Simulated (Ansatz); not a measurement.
Basis-set extrapolation for CH$_{3}$AlClFO, SMILES `[OH][Al]([F])[CH2]Cl` (PBE0-D4/def2-TZVP geometry, frozen core, Ansatz 0.2.0). Multiplicity 1, RHF reference.

```json
{"": "HF", "def2-TZVPP": "-915.597223", "def2-QZVPP": "-915.627889"}
{"": "MP2 correlation", "def2-TZVPP": "-0.927743", "def2-QZVPP": "-1.009249"}
{"": "CCSD(T) correlation", "def2-TZVPP": "-0.991524", "def2-QZVPP": "not run"}
```

Energies in hartree. Use E(X) = E(∞) + A·exp(−7.88·√X) for Hartree–Fock and E(X) = E(∞) + B·X^(−2.97) for correlation, with X = 3 and 4, and add CCSD(T) minus MP2 of the smaller set to the MP2 limit.

Question: What is the CCSD(T) energy at the basis-set limit?

Answer: HF limit: -915.627889 + (-0.030666) × 0.13774 = -915.63211. MP2 limit: -1.009249 + (-0.081506) × 0.74074 = -1.06962. Higher-order term: -0.991524 − (-0.927743) = -0.06378. Total: -916.76551 hartree, 464.1 kJ/mol below CCSD(T)/def2-TZVPP.
